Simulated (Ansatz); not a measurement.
Abridged output of a molecular run in Ansatz:

```
Functional definition: HF
1422 factors; integrals over basis functions are off by at most 9.6e-4 eV
mean field evaluation 1: about -13517.8941 eV, gradient 3.6e1 eV
mean field evaluation 2: about -13518.2413 eV, gradient 3.6e1 eV
mean field evaluation 4: about -13521.6918 eV, gradient 4.4e0 eV
mean field evaluation 8: about -13521.7707 eV, gradient 4.2e-1 eV
mean field evaluation 16: about -13521.7721 eV, gradient 2.7e-6 eV
mean field -13521.77213221 eV, -496.9159604724 hartree, gradient 2.7e-6 eV, S^2 0.000000; 0 other end points of the search recorded, 0 dependent functions left out
9 core orbitals not correlated: weight in the atoms' cores, before any rotation towards them, 1.000 or more for the frozen orbitals, at most 0.000 for the correlated occupied ones
reference -13521.77213221 eV, -496.9159604724 hartree; 14, 14 occupied and 213, 213 virtual orbitals, 1422 factors
second order -23.76228996 eV of doubles, -0.00000000 eV of singles
cycle   1  -23.74065327 eV  change    2.2e-2 eV  update   1.2e-1
cycle   2  -24.44799742 eV  change   -7.1e-1 eV  update   3.9e-2
cycle   3  -24.62001159 eV  change   -1.7e-1 eV  update   2.1e-2
cycle   4  -24.60511519 eV  change    1.5e-2 eV  update   5.6e-3
cycle   5  -24.60258548 eV  change    2.5e-3 eV  update   3.0e-3
cycle   6  -24.60462129 eV  change   -2.0e-3 eV  update   9.6e-4
cycle   7  -24.60397297 eV  change    6.5e-4 eV  update   4.3e-4
cycle   8  -24.60380009 eV  change    1.7e-4 eV  update   1.8e-4
cycle   9  -24.60386179 eV  change   -6.2e-5 eV  update   6.9e-5
cycle  10  -24.60383825 eV  change    2.4e-5 eV  update   2.7e-5
perturbative correction -1.12342589 eV, -0.0412851400 hartree
Total energy: -13547.49939635 eV, -497.8614199909 hartree
```

Its atoms:

```xyz
10

Si    0.5621   -1.7487    0.0331
C     0.0370    0.0670    0.0469
N     0.4875    1.0998    0.6683
C    -0.5711    1.8170   -0.0239
O    -1.0041    0.5870   -0.6792
H     0.4514   -2.2835    1.4105
H    -0.3444   -2.4754   -0.8860
H     1.9643   -1.8322   -0.4385
H    -0.2277    2.5525   -0.7533
H    -1.3548    2.2164    0.6222
```

(1) Which basis set was used?
A. cc-pV(Q+d)Z
B. def2-TZVPP
C. def2-TZVPPD
D. def2-SVPD

(2) Write the keys of the input that set method, charge and spin (a neutral closed shell needs none for the last two).

## Answers

(1) B. It gives 236 functions.

(2) 
```yaml
correlation: {method: ccsd_t}
```
